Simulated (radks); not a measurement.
Species: the neodymium ion Nd20+. Configuration: [Kr] 4d4.

Calculated with a radial shooting solver on a logarithmic mesh with Libxc functionals: non-relativistic Kohn-Sham, LB94 model potential, spin-polarised, spherical densities, point nucleus; open shells are filled with parallel spins first (spin-orbit coupling, left out, can overturn this in heavy ions); relativity is left out, which matters for an element this heavy.

Energy parts (eV):
part                  energy
kinetic            248700.38
electron-nucleus  -567049.84
Hartree             75355.40
(The LB94 potential has no energy functional, so no total or exchange-correlation energy is given.)

Orbitals (lengths in bohr, moments of r in powers of bohr; r(90%) holds 90 % of the orbital's charge):
| orbital | occ. | eigenvalue (eV) | <r^4> | <r^2> | r(90%) | <r> |
|---|---|---|---|---|---|---|
| 1s up | 1 | -41824.20 | 1.839e-06 | 0.0008537 | 0.0449 | 0.02527 |
| 1s down | 1 | -41824.32 | 1.839e-06 | 0.0008538 | 0.0449 | 0.02527 |
| 2s up | 1 | -7034.498 | 0.0003143 | 0.01365 | 0.166 | 0.1079 |
| 2s down | 1 | -7033.560 | 0.0003141 | 0.01365 | 0.165 | 0.1079 |
| 2p up | 3 | -6702.350 | 0.0002013 | 0.01018 | 0.148 | 0.09158 |
| 2p down | 3 | -6701.917 | 0.0002011 | 0.01017 | 0.148 | 0.09156 |
| 3s up | 1 | -1946.637 | 0.01180 | 0.08899 | 0.408 | 0.2796 |
| 3s down | 1 | -1946.621 | 0.01182 | 0.08910 | 0.408 | 0.2798 |
| 3p up | 3 | -1800.696 | 0.01088 | 0.08364 | 0.401 | 0.2691 |
| 3p down | 3 | -1800.255 | 0.01091 | 0.08377 | 0.401 | 0.2694 |
| 3d up | 5 | -1529.642 | 0.007995 | 0.06739 | 0.373 | 0.2398 |
| 3d down | 5 | -1528.237 | 0.008023 | 0.06754 | 0.373 | 0.2400 |
| 4s up | 1 | -762.6612 | 0.2292 | 0.4045 | 0.852 | 0.6006 |
| 4s down | 1 | -758.2547 | 0.2285 | 0.4035 | 0.851 | 0.5996 |
| 4p up | 3 | -704.9417 | 0.2469 | 0.4163 | 0.870 | 0.6074 |
| 4p down | 3 | -700.5748 | 0.2462 | 0.4153 | 0.869 | 0.6064 |
| 4d up | 4 | -602.5823 | 0.2801 | 0.4343 | 0.903 | 0.6166 |
| 4d down | 0 | -598.5381 | 0.2791 | 0.4327 | 0.902 | 0.6151 |
| 5s up | 0 | -407.9803 | 2.265 | 1.299 | 1.50 | 1.080 |
| 5s down | 0 | -405.6901 | 2.295 | 1.308 | 1.50 | 1.083 |
| 5p up | 0 | -382.7480 | 2.540 | 1.371 | 1.54 | 1.107 |
| 5p down | 0 | -380.6109 | 2.576 | 1.380 | 1.55 | 1.111 |

The highest occupied level is 4d up at -602.58 eV. The spin density at the nucleus is -1.630 e/bohr^3 (1s 0.304, 2s -3.229, 3s 4.980, 4s -3.684). Spin moment in Bohr magnetons: 4. For comparison, the ionisation energy in NIST's Atomic Spectra Database is 602 eV (theoretical). In exact Kohn-Sham theory the highest level is minus the ionisation energy, but local and semilocal functionals leave it too shallow, through self-interaction and a potential that decays too fast; potentials with the right tail come closer.
